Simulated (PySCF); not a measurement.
An equivalent PySCF input for F³⁺ (fluorine, charge +3), [He] 2s2 2p2, high-spin 3P determinant, with no relativity, point nucleus:

```python
from pyscf import gto, scf, dft, mp, cc
import basis_set_exchange as bse
mol = gto.M(atom="F 0 0 0", charge=3, spin=2, symmetry="D2h",
            basis=gto.basis.parse(bse.get_basis("dyall-acv3z", elements=["F"], fmt="nwchem")))
mf = dft.UKS(mol, xc="R2SCAN")
mf.irrep_nelec = {'Ag': (2, 2), 'B1u': (1, 0), 'B2u': (1, 0)}
mf.kernel()
```

It reaches the same state as the run whose output follows, with an energy that differs only through the grid. The run itself started from symmetry-adapted Hartree-Fock orbitals and held the occupation by maximum overlap, on a logarithmic radial grid, so the iterations belong to that start.

```
SCF conv_tol = 1e-09
number electrons alpha = 4  beta = 2
XC functionals = R2SCAN
    J. W. Furness, A. D. Kaplan, J. Ning, J. P. Perdew, and J. Sun.,  J. Phys. Chem. Lett. 11, 8208-8215 (2020)
    J. W. Furness, A. D. Kaplan, J. Ning, J. P. Perdew, and J. Sun.,  J. Phys. Chem. Lett. 11, 9248-9248 (2020)
    J. W. Furness, A. D. Kaplan, J. Ning, J. P. Perdew, and J. Sun.,  J. Phys. Chem. Lett. 11, 8208-8215 (2020)
    J. W. Furness, A. D. Kaplan, J. Ning, J. P. Perdew, and J. Sun.,  J. Phys. Chem. Lett. 11, 9248-9248 (2020)
cycle= 1 E= -95.4763310368509  delta_E= -0.00435  |g|= 0.0147  |ddm|= 0.0341
cycle= 2 E= -95.4763691914391  delta_E= -3.82e-05  |g|= 0.00163  |ddm|= 0.00318
cycle= 3 E= -95.4763697477786  delta_E= -5.56e-07  |g|= 0.000105  |ddm|= 0.000426
cycle= 4 E= -95.4763697492649  delta_E= -1.49e-09  |g|= 1.44e-05  |ddm|= 3.29e-05
cycle= 5 E= -95.4763697492913  delta_E= -2.65e-11  |g|= 3.44e-07  |ddm|= 3.75e-06
converged SCF energy = -95.4763697492913  <S^2> = 2.0021642  2S+1 = 3.0014424
```
